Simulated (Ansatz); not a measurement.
Isolated molecules relaxed with PBE0-D4/def2-TZVP in Ansatz; ΔE leaves out vibrations. CCSD(T)/CBS adds triple-zeta CCSD(T) − MP2 to the extrapolated MP2 energy (def2 sets, frozen cores). This one scheme is used for every species, atoms too. Functionals use def2-TZVPP. HSE06 is defined as in plane-wave codes. No spin–orbit coupling; open shells (•) take unrestricted orbitals. Spin–orbit coupling would lower the free atoms: a little for C, O, S; strongly for In. Elements past krypton have def2 core potentials. For In outer-core shells are correlated without core-valence functions, so the limit isn't a true one: a few kJ/mol of doubt a bond, and 10 to 20 or more in all where bonds break to atoms. One conformer a species, not always the lowest.

`C[S+](C)[In-]([OH])([OH])[OH]` → 2 C• + 9 H• + In• + 3 O• + S•  (atomization)

What is ΔE at CCSD(T)/CBS? (Best estimate.)

Computed: +58.49 eV.

What do these levels give: BLYP-D4, r2SCAN-D4, r2SCANh-D4, r2SCAN0-D4, revPBE, BLYP, r2SCAN, r2SCAN0, HSE06, SCS-MP2/def2-TZVPP, MP2/CBS(def2), CCSD/CBS(def2)? (Estimate.)

Computed: BLYP-D4 57.74, r2SCAN-D4 58.08, r2SCANh-D4 57.56, r2SCAN0-D4 56.82, revPBE 56.30, BLYP 56.88, r2SCAN 57.98, r2SCAN0 56.69, HSE06 57.30, SCS-MP2/def2-TZVPP 57.24, MP2/CBS(def2) 59.62, CCSD/CBS(def2) 57.46 eV.

Largest T1 diagnostic among the species: 0.015.

From PBE to PBE0 (25 % exact exchange), in def2-TZVPP and without D4, ΔE moves by −1.37 eV: exact exchange takes away binding that semilocal exchange gives to molecules. At CCSD(T), def2-SVP lies −4.40 eV from the extrapolated value and def2-TZVPP −1.89 eV: correlation converges slowly with the basis, and small sets miss more of it in the bonded molecule than in its fragments.

For atomizations the MP2-based limit and the directly extrapolated one differ by several kJ/mol either way, and by 10 to 25 for some Ge, Se and Sn compounds, so smaller differences from it don't rank the levels.
